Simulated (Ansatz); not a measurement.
Abridged output of a molecular run in Ansatz:

```
Functional definition: HF
1265 factors; integrals over basis functions are off by at most 1.1e-3 eV
mean field evaluation 1: about -19992.2787 eV, gradient 2.9e1 eV
mean field evaluation 2: about -19992.2835 eV, gradient 2.9e1 eV
mean field evaluation 4: about -19996.0388 eV, gradient 2.8e0 eV
mean field evaluation 8: about -19996.1298 eV, gradient 1.5e-1 eV
mean field -19996.13030966 eV, -734.8442350162 hartree, gradient 7.7e-6 eV, S^2 0.754816; 0 other end points of the search recorded, 0 dependent functions left out
12 core orbitals not correlated: weight in the atoms' cores, before any rotation towards them, 1.000 or more for the frozen orbitals, at most 0.000 for the correlated occupied ones
reference -19996.13030966 eV, -734.8442350162 hartree; 13, 12 occupied and 191, 192 virtual orbitals, 1265 factors
second order -18.66606545 eV of doubles, -0.00000000 eV of singles
cycle   1  -19.10504017 eV  change   -4.4e-1 eV  update   9.7e-2
cycle   2  -19.58823088 eV  change   -4.8e-1 eV  update   3.0e-2
cycle   3  -19.70468409 eV  change   -1.2e-1 eV  update   1.7e-2
cycle   4  -19.69541727 eV  change    9.3e-3 eV  update   5.3e-3
cycle   5  -19.69370536 eV  change    1.7e-3 eV  update   2.7e-3
cycle   6  -19.69478799 eV  change   -1.1e-3 eV  update   1.1e-3
cycle   7  -19.69458641 eV  change    2.0e-4 eV  update   4.6e-4
cycle   8  -19.69466144 eV  change   -7.5e-5 eV  update   1.7e-4
cycle   9  -19.69474390 eV  change   -8.2e-5 eV  update   6.5e-5
cycle  10  -19.69471570 eV  change    2.8e-5 eV  update   2.7e-5
perturbative correction -0.65658857 eV, -0.0241291849 hartree
Total energy: -20016.48161393 eV, -735.5921316534 hartree
Checks for a lower state left out: cluster_reference
```

Its atoms:

Cartesian coordinates in Å:
```
F 0.2925 -0.9902 -2.2354
Si 0.6032 0.1510 -1.1575
N 0.3298 -0.3765 0.4476
Si -1.1494 -0.3448 1.3554
H 2.0344 0.4917 -1.3213
H -0.3151 1.2724 -1.4440
H 1.0845 -0.9003 0.8714
H -2.0232 0.6746 0.7104
H -0.8567 0.0221 2.7733
```

Question: Which basis set was used?
A. def2-TZVPP
B. def2-SVPD
C. def2-SVP
D. def2-TZVPPD

Answer: A. It gives 216 functions.

Question: Write the keys of the input that set method, charge and spin (a neutral closed shell needs none for the last two).

Answer: 
```yaml
magnetization: {spin_polarized: true, initial_magnetization: 1}
correlation: {method: ccsd_t}
scf: {omitted_lower_state_checks: [cluster_reference]}
```
